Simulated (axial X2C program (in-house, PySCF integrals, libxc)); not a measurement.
# Which molecule has these constants?

All values come from calculations with an in-house all-electron X2C program for linear molecules (integrals from PySCF), spin-free (one-electron X2C) or two-component (2c: spin–orbit coupling with atomic mean-field Coulomb and Gaunt terms, which also bring small scalar terms), in Dyall basis sets with cores contracted in-house; open shells are unrestricted.

A two-component PBE0 calculation in a Dyall 3-zeta basis gave Re = 1.995 Å, ωe = 948.5 cm⁻¹, De = 1.61 eV, Ω = 1/2.

Question: Which molecule is it?
A. NaH⁻
B. NaK⁻
C. LiNa⁻
D. NaCs⁻

Answer: A. The others have NaCs⁻ 4.334 Å and 64.2 cm⁻¹ (Ω = 1/2); LiNa⁻ 3.304 Å and 163.1 cm⁻¹ (Ω = 1/2); NaK⁻ 3.978 Å and 79.6 cm⁻¹ (Ω = 1/2).

Each entry is the lowest single determinant of a limited PBE0 search at one distance. De goes to single-determinant-based atoms at the same level (for ions the charge split of lowest energy) and is withheld (n/a) where an atom does not fit its ground term or J level. Main or longest-lived isotopes. One determinant is a doubtful description, or other states lie close, for NaCs⁻, LiNa⁻; these need not be ground states, and all values refer to the states named.
